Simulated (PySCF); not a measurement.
## Electron correlation in Nb+ (niobium, charge +1)

[Kr] 4d3 5s1, high-spin 5F determinant (an excited configuration). All numbers are calculated (PySCF 2.14, scalar relativity through the core potential, in def2-TZVPPD with the def2 core potential (28 electrons) (6s4p3d2f1g, 56 functions)). Frozen: nothing; 12 electrons correlated.

| level | correlation energy (mhartree) |
| --- | --- |
| CCSD | -281.01 |
| (T) | -6.77 |
| CCSD(T) | -287.78 |

Diagnostics: T1 = 0.0086, D1 = 0.0346, largest double amplitude 0.025.

Cost of the coupled-cluster step: of the order of 12 core-seconds, for 12 correlated electrons.

The basis has no tight functions for the innermost shells, so their pair energies are far from complete.

This basis was not built for core-valence correlation, so the inner-shell part is incomplete.
